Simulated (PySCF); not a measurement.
# Electron correlation in Pt²⁺ (platinum, charge +2)

[Xe] 4f14 5d7 6p1, one real determinant (an excited configuration). Computed with PySCF 2.14 in aug-cc-pVDZ-PP with ECP60MDF, with scalar relativity through the core potential. Frozen: 5s2 5p6; 8 electrons correlated.

```
  level  correlation energy (mhartree)
   CCSD                        -139.85
    (T)                          -3.04
CCSD(T)                        -142.89
```

Diagnostics: T1 = 0.0099, D1 = 0.0244, largest double amplitude 0.071.

The real determinant used has ⟨L²⟩ near 14 against 20 for a pure G term, so it mixes terms. Spin-orbit coupling, absent here, splits the open shell strongly.

Cost of the coupled-cluster step: roughly 4 core-seconds, for 8 correlated electrons.

The reference is one real determinant that mixes LS terms of this configuration.
